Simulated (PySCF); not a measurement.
Gas-phase reaction: Sn(OH)₂ + SnO₂ ⇌ H₂O₂ + Sn₂O₂

Method: PySCF energies plus ideal-gas RRHO corrections (1 bar). † marks an energy on the PBE0/def2-TZVP geometry and frequencies; other levels use their own. All species are closed-shell singlets. B3LYP is the form with VWN-RPA correlation. Sn: scalar-relativistic def2 core potential, no spin-orbit coupling. Sn(OH)₂, SnO₂, Sn₂O₂: computed as isolated molecules; such fragments, hydroxides, amides, oligomers or adducts are transient or little studied in the gas.

B3LYP/def2-TZVP† gives ΔH°(298 K) = -32 kJ.

Problem. What do PBE0/def2-QZVP†, PBE0/def2-TZVP, M06-2X/def2-TZVP† give?

Solution. PBE0/def2-QZVP†: -44 kJ; PBE0/def2-TZVP: -47 kJ; M06-2X/def2-TZVP†: -55 kJ. For scale, ΔH°(298 K) is -32 kJ at this level, -63 kJ at ωB97M-V/def2-TZVP†, and runs from -103 to 12 kJ over the 18 levels computed.
